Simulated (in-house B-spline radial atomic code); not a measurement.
Configurations of the calcium ion Ca⁷⁺, with energies counted from [Ne] 3s2 (3p1/2)1. All numbers are computed (Dirac-Hartree-Fock, average of each configuration as written; Fermi nucleus of rms radius 3.4776 fm) with a B-spline radial code for spherical atoms, not measured. Energies include first-order Breit, QED and recoil terms.

Occupations are held fixed; configurations that lie above the ionisation limit could autoionise.

```json
{"configuration": "[Ne] 3s2 (6p3/2)1", "E - E(ref) (eV)": "118.22", "highest orbital": "6p3/2", "its <r> (bohr)": "5.619"}
{"configuration": "[Ne] 3s2 (6f7/2)1", "E - E(ref) (eV)": "122.19", "highest orbital": "6f7/2", "its <r> (bohr)": "5.89"}
{"configuration": "[Ne] 3s2 (7d5/2)1", "E - E(ref) (eV)": "127.94", "highest orbital": "7d5/2", "its <r> (bohr)": "8.312"}
{"configuration": "[He] 2s2 (2p1/2)1 (2p3/2)4 3s2 (3p3/2)1 4s1", "E - E(ref) (eV)": "420.55", "highest orbital": "4s1/2", "its <r> (bohr)": "2.055"}
{"configuration": "[He] 2s2 (2p1/2)2 (2p3/2)3 3s2 (3p1/2)1 (4f5/2)1", "E - E(ref) (eV)": "441.16", "highest orbital": "4f5/2", "its <r> (bohr)": "2.138"}
{"configuration": "[He] 2s2 (2p1/2)2 (2p3/2)3 3s2 (3p1/2)1 (7g9/2)1", "E - E(ref) (eV)": "479.25", "highest orbital": "7g9/2", "its <r> (bohr)": "7.91"}
```

Question: Order these further configurations by energy, lowest first.
A. [Ne] 3s1 (3p1/2)1 (5f5/2)1
B. [Ne] 3s2 (3p3/2)1
C. [Ne] 3s1 (3p1/2)1 (6d3/2)1
D. [Ne] 3s2 (5f5/2)1
E. [Ne] 3s2 6s1

Answer: B (0.54449 eV), D (111.33 eV), E (116.18 eV), A (129.95 eV), C (139.58 eV).

Question: How far above the reference does [Ne] 3s1 (3p1/2)1 (3p3/2)1 lie?

Answer: 20.485 eV; its least bound orbital is 3p3/2 with <r> = 1.059 bohr.

Question: How far above the reference does [Ne] 3s2 4s1 lie?

Answer: 67.707 eV; its least bound orbital is 4s1/2 with <r> = 2.097 bohr.
